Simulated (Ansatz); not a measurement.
Consider the redistribution: `C=C[SiH2]O[SiH](F)F` + `B[SiH2]F` → `F[SiH](F)O[SiH3]` + `B[SiH](F)C=C`.

Isolated molecules relaxed with PBE0-D4/def2-TZVP in Ansatz; ΔE leaves out vibrations. CCSD(T)/CBS is the MP2 limit (def2-TZVPP, def2-QZVPP) plus CCSD(T) − MP2 in def2-TZVPP, frozen cores. Functionals use def2-TZVPP. B3LYP here is the variant with VWN-RPA as its local correlation; programs differ in this. Each species was taken in one conformer, which may not be the lowest.

`C=C[SiH2]O[SiH](F)F`:

Cartesian coordinates in Å:
```
C -1.889 -0.214 -0.796
C -1.761 -0.086 0.522
Si -0.143 -0.116 1.417
O 1.092 -0.315 0.346
Si 2.097 0.177 -0.794
F 1.421 -0.008 -2.215
F 2.399 1.722 -0.637
H -2.859 -0.187 -1.284
H -1.032 -0.351 -1.448
H -2.665 0.050 1.117
H -0.082 -1.251 2.371
H 0.067 1.151 2.165
H 3.354 -0.572 -0.764
```

`B[SiH2]F`:

Z-matrix (Å, degrees):
```
Si
F 1 1.607
B 1 2.000 2 113.6
H 1 1.490 2 107.3 3 -121.7
H 1 1.490 2 107.3 3 121.8
H 3 1.197 1 118.1 2 179.8
H 3 1.194 1 124.1 2 -0.2
```

`F[SiH](F)O[SiH3]`:

Cartesian coordinates in Å:
```
F -0.182 0.924 -2.245
Si 0.677 -0.105 -1.405
F 2.073 0.587 -1.133
O -0.054 -0.426 -0.019
Si -0.705 0.000 1.430
H 0.881 -1.325 -2.188
H -1.213 -1.234 2.073
H -1.817 0.956 1.211
H 0.340 0.624 2.277
```

`B[SiH](F)C=C`:

Cartesian coordinates in Å:
```
B -0.377 -0.873 1.942
Si 0.697 -0.598 0.275
F 0.539 -1.809 -0.772
C 0.110 0.946 -0.573
C -0.477 0.932 -1.767
H -0.312 -0.052 2.811
H -1.110 -1.801 2.112
H 2.149 -0.494 0.601
H 0.232 1.900 -0.061
H -0.826 1.841 -2.250
H -0.624 0.007 -2.317
```

```tsv
level	ΔE (kJ/mol)	difference from CCSD(T)/CBS
PBE-D4	2.9	0.3
r2SCAN-D4	2.1	-0.5
PBE0-D4	3.2	0.6
B3LYP-D4	3.6	1.0
ωB97X-V	3.0	0.4
ωB97M-V	3.1	0.5
B2PLYP	0.8	-1.8
PBE	0.8	-1.8
HF/def2-TZVPP	0.2	-2.4
MP2/def2-TZVPP	1.1	-1.5
SCS-MP2/def2-TZVPP	0.8	-1.8
CCSD(T)/def2-TZVPP	2.0	-0.6
HF/def2-QZVPP	0.2	-2.4
SCS-MP2/def2-QZVPP	1.1	-1.5
MP2/CBS(def2)	1.7	-0.9
CCSD/CBS(def2)	2.6	0.0
CCSD(T)/CBS	2.6	0
```

Largest T1 diagnostic among the species: 0.012.

The D4 term adds +3.2 kJ/mol with B3LYP and +2.0 kJ/mol with PBE0; it sums over pairs of atoms, weighted by their polarisabilities, and B3LYP, whose exchange is more repulsive, gets the larger term.
